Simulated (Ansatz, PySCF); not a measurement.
Gas-phase reaction (SMILES): N[SiH2][SiH2]N -> N[SiH2][SiH2] + [NH2] (NH2); the N-Si bond at the site shown breaks (other sites are not compared here).

Geometries: B3LYP-D3(BJ)/def2-TZVP minima from Ansatz (a program for electronic structure), one conformer each, not searched for the lowest. Valence correlation only, unless marked. Open shells are spin-unrestricted. No spin-orbit coupling. Non-relativistic. CBS(X,Y): correlation extrapolated as X^-3; Hartree-Fock from the larger set. Thermal terms are rigid-rotor harmonic-oscillator values from B3LYP-D3(BJ) frequencies (PySCF) at 298.15 K and 1 atm. 1 Eh = 627.5095 kcal/mol. Electronic entropy comes from spin alone.

```csv
species,"E, CCSD(T)/CBS(aug-cc-pV(T+d)Z,aug-cc-pV(Q+d)Z) (Ansatz) (Eh)","E, PBE0-D4/def2-TZVPD (Ansatz + dftd4) (Eh)",H - E (Eh),G - E (Eh)
N[SiH2][SiH2]N,-692.40733,-693.04602,0.09526,0.05510
N[SiH2][SiH2],-636.42141,-637.05156,0.06530,0.02732
[NH2] (NH2),-55.82029,-55.83655,0.02268,0.00058
```

Work out ΔE and ΔH, ΔG, ΔS and the equilibrium constant at 298.15 K at the first level, then ΔH at the second.


1. ΔE = [(-636.42141) + (-55.82029)] - [(-692.40733)] = 0.16563 Eh = 103.9 kcal/mol at CCSD(T)/CBS(aug-cc-pV(T+d)Z,aug-cc-pV(Q+d)Z).
2. The terms H - E add up to -0.00728 Eh, so ΔH = (0.16563 + (-0.00728))×627.5095 = 99.4 kcal/mol.
3. The terms G - E add up to -0.02720 Eh, so ΔG = 86.9 kcal/mol, and ΔS = (-0.00728 - (-0.02720))×627509.5/298.15 = 41.9 cal/(mol K).
4. log10 K = -ΔG/(RT ln 10) = -63.7, with RT ln 10 = 1.3642 kcal/mol.
5. With ΔH and ΔS taken as constant, ΔG changes sign near ΔH/ΔS = 2370 K, a rough figure that leaves out heat capacities.
6. At PBE0-D4/def2-TZVPD the same steps give ΔE = 99.1 and ΔH = 94.5 kcal/mol, a shift of -4.9 from the first level.
7. These values are not checked against measurement here, since the tables used lack a sound gas-phase enthalpy of formation for at least one species.
